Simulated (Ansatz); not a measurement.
A nudged elastic band was laid between two geometries of ClF2H3NOTa + H4Si (14 atoms, charge 0, multiplicity 1).

Method: Ansatz 0.2.0, RKS PBE/def2-SVP.

| Item | Value |
| --- | --- |
| movable images | 7 |
| climbing image | yes |
| spring | 5.0 eV/Å² |
| optimiser | quadratic models (default) |
| start path | through a guess of the saddle point |
| force threshold | 0.03 eV/Å |
| iteration limit | 60 |
| end points | relaxed |

Initial state:

```xyz
14
Properties=species:S:1:pos:R:3
Ta -0.584 -0.593 -0.007
F 1.144 -1.398 0.061
N 0.205 0.620 1.352
H 1.179 0.530 1.662
H -0.237 1.467 1.721
F -0.422 -0.455 -1.893
Cl -2.427 0.896 -0.006
O -1.528 -2.091 0.652
H -1.826 -2.440 1.509
Si 1.812 2.822 -0.969
H 2.505 3.740 -1.937
H 0.333 2.842 -1.226
H 2.082 3.294 0.435
H 2.345 1.426 -1.135
```

Final state:

```xyz
14
Properties=species:S:1:pos:R:3
Ta -1.005 0.472 -0.061
F 2.642 -0.410 0.789
N 0.080 0.695 1.608
H 1.015 0.259 1.696
H -0.029 1.411 2.336
F -1.972 0.808 -1.695
Cl -2.736 1.583 1.076
O -0.440 -1.279 -0.421
H -0.321 -2.191 -0.108
Si 0.862 1.993 -1.155
H 2.267 1.565 -0.730
H 0.908 2.039 -2.660
H 0.730 3.403 -0.632
H 2.580 0.314 0.176
```

Task: Which bonds break or form, and what moves?

Result: Bonds broken: Ta1–F2, Si10–H14. Bonds formed: Ta1–Si10, F2–H14. ClF2H3NOTa + H4Si becomes ClFH6NOSiTa + FH.

Task: What energy profile does the band end with?

Result: The forces met the threshold. The highest image is number 6 of 0 to 8, 194.7 kJ/mol above the first end and 14.1 kJ/mol above the last; the last end lies 180.6 kJ/mol above the first. Beside the main top the profile has a ripple of under 15 meV (maxima at images 1, 6), which may be a very shallow well or noise. Neighbouring images differ by up to 1.5 eV, so the band resolves the path poorly. A vibrational analysis at the climbing image gives one clearly imaginary mode, 49i cm⁻¹: a first-order saddle point. The orbitals stay closed-shell, which can raise the energy where a bond breaks towards radicals; this wasn't checked here.

| image | path coordinate (Å) | energy (kJ/mol) | Ta1–F2 (Å) | Si10–H14 (Å) | Ta1–Si10 (Å) |
| --- | --- | --- | --- | --- | --- |
| 0 | 0.00 | 0.0 | 1.91 | 1.50 | 4.28 |
| 1 | 2.27 | 0.8 | 1.91 | 1.50 | 4.29 |
| 2 | 4.54 | -0.2 | 1.91 | 1.51 | 4.38 |
| 3 | 6.81 | 3.5 | 1.91 | 1.50 | 4.32 |
| 4 | 9.08 | 40.6 | 1.92 | 1.50 | 3.55 |
| 5 | 11.35 | 186.0 | 2.44 | 2.24 | 2.74 |
| 6 | 13.62 | 194.7 | 2.68 | 2.30 | 2.68 |
| 7 | 14.59 | 186.6 | 3.44 | 2.48 | 2.66 |
| 8 | 15.56 | 180.6 | 3.85 | 2.75 | 2.64 |

Task: What is the geometry of the highest image?

Result: 
```xyz
14
Properties=species:S:1:pos:R:3
Ta -0.621 0.343 0.082
F 1.947 -0.427 -0.004
N 0.256 0.720 1.845
H 1.124 0.242 2.124
H 0.002 1.415 2.555
F -1.609 0.617 -1.558
Cl -2.518 1.324 1.055
O -0.414 -1.531 -0.190
H -1.136 -2.134 -0.448
Si 1.001 2.122 -1.097
H 2.462 1.904 -0.655
H 1.075 2.087 -2.601
H 0.709 3.537 -0.657
H 2.304 0.441 -0.232
```

The band took 53 iterations and about 23 core-minutes.

Time of the run: 6.3 min on 4 threads of AMD EPYC 9R45 96-Core Processor (Zen 5), on a shared host, peak memory 0.28 GiB.
